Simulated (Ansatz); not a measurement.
C5H8O2, charge +1, doublet (typed; the unrestricted solution is spin-contaminated), at a GFN2-xTB geometry (a state made from the parent by changing its charge; the spin is typed, not shown lowest), with bond 14-6 at 2.2 times its length; PBE0/STO-3G (Ansatz, a program for electronic structure).

Input for Ansatz:
Ansatz 0.2 input:
```yaml
crystal:
  periodic: [false, false, false]
  atoms:
    - {symbol: C, position_ang: [2.60263946, -0.12871509, 0.10231934]}
    - {symbol: C, position_ang: [1.12438535, -0.41689259, 0.23520069]}
    - {symbol: O, position_ang: [0.72569297, -1.52472590, 0.51452611]}
    - {symbol: C, position_ang: [0.26971872, 0.70828685, -0.05556608]}
    - {symbol: C, position_ang: [-1.09787445, 0.53360203, -0.21830131]}
    - {symbol: C, position_ang: [-1.72617370, -0.79720715, -0.19539079]}
    - {symbol: O, position_ang: [-1.91609328, 1.54068039, -0.31575024]}
    - {symbol: H, position_ang: [2.82010427, 0.42035845, -0.81068512]}
    - {symbol: H, position_ang: [2.88057023, 0.48928791, 0.95867353]}
    - {symbol: H, position_ang: [3.15884412, -1.06296176, 0.12574651]}
    - {symbol: H, position_ang: [0.72626747, 1.67934407, -0.17682735]}
    - {symbol: H, position_ang: [-2.76827607, -0.73172001, 0.11221915]}
    - {symbol: H, position_ang: [-1.66634298, -1.27748671, -1.17545797]}
    - {symbol: H, position_ang: [-0.46170599, -2.26526257, 1.28017152]}
    - {symbol: H, position_ang: [-1.51272102, 2.42560309, -0.30876618]}
basis:
  gaussian:
    orbitals: STO-3G
hamiltonian:
  xc: pbe0
total_charge: 1
magnetization: {spin_polarized: true, initial_magnetization: 1}
```

The log (banner, timings and long lists left out):

```
Functional definition: PBE0
613 factors; integrals over basis functions are off by at most 4.5e-5 eV
mean field evaluation 1: about -9263.7237 eV, gradient 1.8e1 eV
mean field evaluation 2: about -9256.8704 eV, gradient 3.7e1 eV
mean field evaluation 4: about -9266.4438 eV, gradient 2.5e0 eV
mean field evaluation 8: about -9266.5421 eV, gradient 4.7e-1 eV
mean field evaluation 16: about -9266.5358 eV, gradient 2.1e-2 eV
mean field evaluation 32: about -9266.2857 eV, gradient 1.6e0 eV
mean field -9266.53583330 eV, -340.5389107904 hartree, gradient 5.4e-5 eV, S^2 1.012285; 3 other end points of the search recorded, 0 dependent functions left out
reference -9266.53585699 eV, -340.5389116608 hartree; 27, 26 occupied and 16, 17 virtual orbitals, 613 factors
Total energy: -9266.53585699 eV, -340.5389116608 hartree
```
